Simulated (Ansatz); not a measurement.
Reaction (formal exchange of groups at the Si–I bond): `C[SiH](I)CF` + SiH₄ → `C[SiH]([SiH3])CF` + HI

Calculated with Ansatz (gas phase, PBE0-D4/def2-TZVP geometries, no zero-point term in ΔE). CBS: MP2 limit from def2 TZ/QZ plus the TZ coupled-cluster correction, frozen cores. This one scheme is used for every species. Functionals use def2-TZVPP. B3LYP here is the variant with VWN-RPA as its local correlation; programs differ in this. Elements past krypton have def2 core potentials. For I outer-core shells are correlated without core-valence functions, which leaves a few kJ/mol of doubt a bond. One conformer a species, not always the lowest.

Q: Is it downhill or uphill in electronic energy at CCSD(T)/CBS, and by how much? (Best estimate.)

A: Ansatz gave: Uphill: ΔE = +24.4 kcal/mol.

Q: What do these levels give: PBE-D4, B3LYP-D4, B2PLYP, B3LYP, HF/def2-TZVPP, MP2/def2-TZVPP, SCS-MP2/def2-TZVPP, CCSD(T)/def2-TZVPP, HF/def2-QZVPP, SCS-MP2/def2-QZVPP, HF/CBS(def2), CCSD/CBS(def2)? (Estimate.)

A: Ansatz gave: PBE-D4 20.4, B3LYP-D4 22.6, B2PLYP 23.9, B3LYP 22.5, HF/def2-TZVPP 26.4, MP2/def2-TZVPP 26.3, SCS-MP2/def2-TZVPP 25.5, CCSD(T)/def2-TZVPP 22.6, HF/def2-QZVPP 26.5, SCS-MP2/def2-QZVPP 26.5, HF/CBS(def2) 26.5, CCSD/CBS(def2) 24.5 kcal/mol.

Largest T1 diagnostic among the species: 0.012.

From PBE to PBE0 (25 % exact exchange), in def2-TZVPP and without D4, ΔE moves by +1.4 kcal/mol.
